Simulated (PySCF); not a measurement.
Electronic absorption of C7H11N

Compound: C7H11N.
Geometry (PBE0-D3(BJ)/def2-SVP, Å), atoms numbered from 1 in this order:
```xyz
19
C7H11N angstrom
C     -1.0651   -3.1577    0.5775
C     -0.6893   -2.2375   -0.1145
C     -0.2394   -1.1095   -0.9201
C     -0.0171    0.1479   -0.0780
C     -1.1394    1.1483   -0.1130
C     -0.9510    2.3406    0.8013
N      1.0135    0.3701    0.6238
C      2.0817   -0.5934    0.6798
H     -1.4010   -3.9765    1.1858
H     -0.9894   -0.9016   -1.7000
H      0.6936   -1.3789   -1.4431
H     -2.0725    0.6059    0.1284
H     -1.2681    1.4732   -1.1629
H     -0.0302    2.8849    0.5492
H     -1.8033    3.0319    0.7253
H     -0.8517    2.0177    1.8474
H      2.7648   -0.3423    1.5041
H      2.6795   -0.5747   -0.2498
H      1.7308   -1.6299    0.8293
```

The calculation used TDDFT PBE0/def2-SVPD, vertical, gas phase, core orbitals frozen in the response in PySCF 2.14.0, density-fitted response routines.

| state | E (eV) | λ (nm) | ν̃ (cm⁻¹) | f | main configurations (H = HOMO, L = LUMO) |
| --- | --- | --- | --- | --- | --- |
| S1 | 4.90 | 253.1 | 39510 | 0.0037 | H→L (94%) |
| S2 | 6.27 | 197.6 | 50600 | 0.0010 | H-1→L (27%), H→L+2 (26%), H→L+1 (22%) |
| S3 | 6.38 | 194.4 | 51440 | 0.0032 | H→L+1 (48%), H-1→L (39%) |
| S4 | 6.47 | 191.7 | 52150 | 0.0033 | H→L+2 (48%), H→L+1 (22%), H-1→L (14%) |
| S5 | 6.61 | 187.6 | 53290 | 0.028 | H→L+3 (29%), H-3→L (21%), H-1→L+2 (15%) |
| S6 | 6.88 | 180.3 | 55470 | 0.0026 | H→L+3 (49%), H-2→L (25%), H-3→L (21%) |

The lowest singlet comes at 253 nm (473 kJ/mol) in the ultraviolet; it is very weak; its leading configuration is HOMO→LUMO (94%). The most intense listed level is S5 at 6.61 eV (188 nm, f = 0.028), 1.71 eV above S1. Löwdin shares by element: HOMO nitrogen 48%, carbon 26% or more (atoms not listed hold the other 26%); LUMO carbon 40% or more, nitrogen 30% (atoms not listed hold the other 30%). The oscillator strengths of these states sum to 0.042; summed over the whole spectrum of an exact calculation they would give the number of electrons, 60 (Thomas–Reiche–Kuhn). Weighted by f, the mean energy of these states is 6.44 eV. Orbital energies (eV): HOMO-3 -8.31, HOMO-2 -8.05, HOMO-1 -7.93, HOMO -6.86, LUMO -0.16, LUMO+1 0.59, LUMO+2 0.86. No computed singlet lies in the visible range (380 to 750 nm); the lowest, at 253 nm, stands 1.64 eV above its violet end (3.26 eV). Only the lowest 6 singlets were computed, as vertical energies without vibronic structure.

Hardware: one thread, x86-64 server (shared host). Cost: 54 s.

One conformer stands for the species.
